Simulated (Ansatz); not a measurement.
```xyz
15

C    -1.1401    1.0150    1.3495
O    -0.0455    0.2671    0.8767
B     0.0372   -0.1386   -0.4261
C    -1.0545    0.1785   -1.5094
O     1.1340   -0.8568   -0.7876
C     2.1385   -1.1625    0.1575
H    -2.0806    0.4674    1.2356
H    -1.2292    1.9720    0.8262
H    -0.9781    1.2119    2.4099
H    -0.7876   -0.2412   -2.4793
H    -2.0316   -0.2232   -1.2213
H    -1.1938    1.2576   -1.6316
H     2.9089   -1.7380   -0.3562
H     2.5839   -0.2541    0.5715
H     1.7384   -1.7548    0.9846
```

The species carries charge 0 and has multiplicity 1.

Problem. List the B3LYP/def2-TZVPP orbital energies in eV (Ansatz). (Estimate.)

Solution. The calculation gave: Occupied: -520.66, -520.45, -278.15, -277.82, -275.91, -184.14, -28.44, -27.57, -19.25, -18.98, -18.39, -14.46, -13.64, -12.79, -12.72, -12.12, -11.67, -10.75, -10.50, -10.05, -8.92, -8.87, -8.34, -7.88. Lowest empty: 0.61, 1.09, 1.46, 1.84, 2.36, 2.60, 2.76, 2.95.

B3LYP here is the variant with VWN-RPA as its local correlation; programs differ in this.
